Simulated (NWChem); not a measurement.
Species: C$_{2}$H$_{4}$FNOSi; SMILES F[C@@H]1N=CO[SiH2]1

```xyz
10

F     -0.2346     2.0133    -0.3871
C      0.0175     0.9505     0.4474
N      1.3523     0.4491     0.2246
C      1.3762    -0.7711    -0.1303
O      0.2787    -1.5377    -0.2783
Si    -1.1026    -0.5702     0.0670
H     -0.0542     1.3204     1.4860
H      2.3156    -1.2942    -0.3482
H     -1.8219    -1.1614     1.2260
H     -1.9708    -0.4758    -1.1348
```
Atoms are numbered in this order, from 1.

Coordinates come from a PBE0/def2-SVP optimisation.

**Question.** Give the principal values of the shielding tensors (ppm) of F1, C2, N3, C4, O5 from PBE0/pcSseg-1, GIAO (NWChem), with their diamagnetic and paramagnetic parts as GIAO splits them.

**Answer.** 
```tsv
atom	σ11	σ22	σ33	isotropic	diamagnetic	paramagnetic
F1	305.6	386.2	443.5	378.4	474.6	-96.2
C2	50.3	77.9	121.8	83.3	245.2	-161.8
N3	-179.3	-71.4	203.7	-15.7	327.6	-343.3
C4	-70.0	55.7	74.3	20.0	252.8	-232.8
O5	33.8	183.9	259.2	159.0	395.9	-237.0
```
